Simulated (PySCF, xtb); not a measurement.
C3H9GeN, SMILES C=[CH][GeH2][NH]C.

GFN2-xTB in xtb at its own geometry gives an orbital gap of 3.71 eV and a dipole moment of 1.05 D.

Coordinates come from a PBE0-D3(BJ)/def2-SVP optimisation. The structure was generated by enumeration, and PubChem lists no compound with its InChIKey, so it may never have been made. One conformer was computed; it need not be the lowest.

**Question.** What does B3LYP/def2-TZVP (PySCF) give? (Estimate from the structure and the level; the computed values follow.)

**Answer.** gap 5.60 eV (levels -6.24 and -0.64 eV), dipole 0.87 D.
